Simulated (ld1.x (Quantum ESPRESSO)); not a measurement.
# What one change does to a pseudopotential (Zn (Z = 30), TM)

zinc (Zn), norm-conserving Troullier–Martins (Kleinman–Bylander form), made with ld1.x (Quantum ESPRESSO) 7.5 (PBE, scalar-relativistic). Core [Ar] 3d10, reference 4s1 4p1. Waves: 4s (bound): rc 2.05 bohr; 4p (bound): rc 2.45 bohr. Local part: all-electron potential smoothed inside 1.55 bohr (lloc = -1). Core correction: a·sin(br)/r model core inside 1.30 bohr.

All-electron outer shells of the reference configuration (PBE, scalar-relativistic, ld1.x):

```
shell  level (eV)  outermost node (bohr)  outermost maximum (bohr)
   3p      -85.65                   0.25                      0.59
   3d      -12.34                      –                      0.57
   4s       -7.40                   0.85                      2.04
   4p       -2.10                   0.92                      2.89
```

Change: local potential the s channel.

Cutoffs: the cutoffs (Ry, on a coarse ladder) from which the occupation-weighted sum of valence levels, in a spherical-Bessel basis at the reference potential, stays within 10 and 1 mRy of its value at 400 Ry; they do not see the model core or the augmentation charge, which bear on the density cutoff. Errors are all-electron minus pseudo energies relative to the spin-unpolarised reference configuration.

Problem. How do hardness, ghosts and transferability respond?

Solution. The potential gets harder (10 Ry and 25 Ry → 10 Ry and 30 Ry); the errors of the 5 common tests hardly move; the range in which the s phases agree widens (upper end 0.9 → 2.4); the range in which the p phases agree widens (upper end 2.4 → 4.6); neither file shows a bound ghost.

| quantity | base | changed |
| --- | --- | --- |
| cutoff, loose | 10 Ry | 10 Ry |
| cutoff, tight | 25 Ry | 30 Ry |
| bound ghosts | none | none |
| error for 4s2 4p0, meV [ΔE -5.09 eV] | -31 | -33 |
| error for 4s1 4p0, meV [ΔE 4.80 eV] | -25 | -26 |
| error for 4s1.5 4p0, meV [ΔE -1.15 eV] | -3.1 | -3.1 |
| error for 4s0 4p2, meV [ΔE 5.47 eV] | -32 | -33 |
| error for 4s0 4p1, meV [ΔE 11.13 eV] | -96 | -100 |
| s: phases at 2.67 bohr within 0.05 rad from the reference energy up to (Ry; the scan ends near 5) | 0.9 | 2.4 |
| p: phases at 2.67 bohr within 0.05 rad from the reference energy up to (Ry; the scan ends near 5) | 2.4 | 4.6 |
